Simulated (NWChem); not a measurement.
The numbers come from NWChem runs, not from measurements. System: HAs, charge 0, spin multiplicity 3, at a geometry optimised with UPBE0/def2-SVP. The structure started from a generated list of species. Its SCF solution wasn't tested for a lower state. Level: UBP86/def2-TZVP.

Output (cleaned and shortened):

```
             Northwest Computational Chemistry Package (NWChem) 7.3.0
             --------------------------------------------------------

                                NWChem Input Module
                                -------------------

 Scaling coordinates for geometry "geometry" by  1.889725989
 (inverse scale =  0.529177249)

 Turning off AUTOSYM since
 SYMMETRY directive was detected!

                             Geometry "geometry" -> ""
                             -------------------------

 Output coordinates in angstroms (scale by  1.889725989 to convert to a.u.)

  No.       Tag          Charge          X              Y              Z
 ---- ---------------- ---------- -------------- -------------- --------------
    1 As                  33.0000     0.00000000     0.00000000     0.04513100
    2 H                    1.0000     0.00000000     0.00000000    -1.48933400

 Effective nuclear repulsion energy (a.u.)      11.3804154653

            Nuclear Dipole moment (a.u.)
            ----------------------------
        X                 Y               Z
 ---------------- ---------------- ----------------
     0.0000000000     0.0000000000    -0.0000207870

      Symmetry information
      --------------------

 Group name             C2v
 Group number             16
 Group order               4
 No. of unique centers     2

      Symmetry unique atoms

     1    2


 Summary of "ao basis" -> "" (spherical)
 ------------------------------------------------------------------------------
       Tag                 Description            Shells   Functions and Types
 ---------------- ------------------------------  ------  ---------------------
 *                         def2-tzvp                  on all atoms

  perdew86 is a nonlocal functional; adding perdew81 local functional.

                                 NWChem DFT Module
                                 -----------------

 Summary of "ao basis" -> "ao basis" (spherical)
 ------------------------------------------------------------------------------
       Tag                 Description            Shells   Functions and Types
 ---------------- ------------------------------  ------  ---------------------
 As                        def2-tzvp                16       48   6s5p4d1f
 H                         def2-tzvp                 4        6   3s1p

 Summary of "ao basis" -> "ao basis" (spherical)
 ------------------------------------------------------------------------------
[...]
    51     -0.169135  2 H  s                 49     -0.159069  2 H  s
     4     -0.139951  1 As s                  3     -0.115399  1 As s

 Vector   17  Occ=0.000000D+00  E=-1.481203D-01  Symmetry=b2
              MO Center= -6.0D-17, -2.9D-17,  1.4D-02, r^2= 2.2D+00
   Bfn.  Coefficient  Atom+Function         Bfn.  Coefficient  Atom+Function
  ----- ------------  ---------------      ----- ------------  ---------------
    20      0.571384  1 As py                17      0.475469  1 As py
    11     -0.309434  1 As py                14      0.105758  1 As py
     8      0.095490  1 As py

 Vector   18  Occ=0.000000D+00  E=-1.481203D-01  Symmetry=b1
              MO Center=  2.7D-17,  2.6D-18,  1.4D-02, r^2= 2.2D+00
   Bfn.  Coefficient  Atom+Function         Bfn.  Coefficient  Atom+Function
  ----- ------------  ---------------      ----- ------------  ---------------
    19      0.571384  1 As px                16      0.475469  1 As px
    10     -0.309434  1 As px                13      0.105758  1 As px
     7      0.095490  1 As px

 Vector   19  Occ=0.000000D+00  E= 6.936129D-03  Symmetry=a1
              MO Center= -3.6D-16, -3.7D-16, -5.9D-01, r^2= 3.9D+00
   Bfn.  Coefficient  Atom+Function         Bfn.  Coefficient  Atom+Function
  ----- ------------  ---------------      ----- ------------  ---------------
    51      1.422950  2 H  s                 21      1.056797  1 As pz
     6     -0.799102  1 As s                 18      0.294938  1 As pz
     5     -0.245812  1 As s                 50      0.217916  2 H  s
    12     -0.196233  1 As pz                 4      0.120776  1 As s
    49      0.116746  2 H  s                  3      0.101223  1 As s

   alpha - beta orbital overlaps
   -----------------------------

   alpha      1      2      3      4      5      6      7      8      9     10
    beta      1      2      3      4      5      6      7      8      9     11
 overlap   1.000  1.000  1.000  1.000  1.000  1.000  1.000  1.000  1.000  1.000

   alpha     11     12     13     14     15     16     17     18     19     20
    beta     12     13     14     10     15     16     17     18     19     20
 overlap   1.000  1.000  1.000  1.000  0.997  0.998  0.999  0.999  0.997  0.990

   alpha     21     22     23     24     25     26     27     28     29     30
    beta     22     21     23     24     25     26     27     28     29     30
 overlap   1.000  1.000  1.000  1.000  0.993  0.999  0.999  0.995  0.999  0.999

   alpha     31     32     33     34     35     36     37     38     39     40
    beta     31     33     34     32     36     35     39     40     37     38
 overlap   0.999  0.999  0.999  0.999  0.999  0.999  1.000  1.000  0.999  0.999

   alpha     41     42     43     44     45     46     47     48     49     50
    beta     41     42     43     44     45     46     47     48     51     52
 overlap   0.999  0.999  0.999  1.000  1.000  1.000  1.000  0.999  1.000  1.000

   alpha     51     52     53     54
    beta     49     50     53     54
 overlap   1.000  1.000  1.000  1.000

     --------------------------
     Expectation value of S2:
     --------------------------
      <S2> =      2.0038 (Exact =     2.0000)

 center of mass
 --------------
 x =   0.00000000 y =   0.00000000 z =   0.04679674

 moments of inertia (a.u.)
 ------------------
           8.361683116960           0.000000000000           0.000000000000
           0.000000000000           8.361683116960           0.000000000000
           0.000000000000           0.000000000000           0.000000000000

     Multipole analysis of the density
     ---------------------------------

     L   x y z        total         alpha         beta         nuclear
     -   - - -        -----         -----         ----         -------
     0   0 0 0     -0.000000    -18.000000    -16.000000     34.000000

     1   1 0 0     -0.000000     -0.000000     -0.000000      0.000000
     1   0 1 0     -0.000000     -0.000000     -0.000000      0.000000
     1   0 0 1     -0.066417     -0.059834     -0.006562     -0.000021

     2   2 0 0    -14.114595    -10.049812     -4.064783      0.000000
     2   1 1 0      0.000000     -0.000000      0.000000      0.000000
     2   1 0 1      0.000000      0.000000     -0.000000      0.000000
     2   0 2 0    -14.114595    -10.049812     -4.064783      0.000000
     2   0 1 1      0.000000      0.000000      0.000000      0.000000
     2   0 0 2    -13.889826    -12.282281     -9.768607      8.161062

 Task  times  cpu:        3.5s     wall:        3.5s

 Total times  cpu:        3.6s     wall:        3.6s
```

### Question
Write an NWChem input that would produce this output.

### Answer
Several could match; the one computed here: 
```
start mol
memory heap 200 mb stack 900 mb global 1100 mb
geometry units angstroms nocenter noautoz
  As     0.000000     0.000000     0.045131
  H      0.000000     0.000000    -1.489334
  symmetry group C2v
end
basis spherical
  * library def2-tzvp
end
dft
  xc becke88 perdew86
  odft
  mult 3
  semidirect memsize 60000000 filesize 0
  iterations 100
end
task dft energy
```
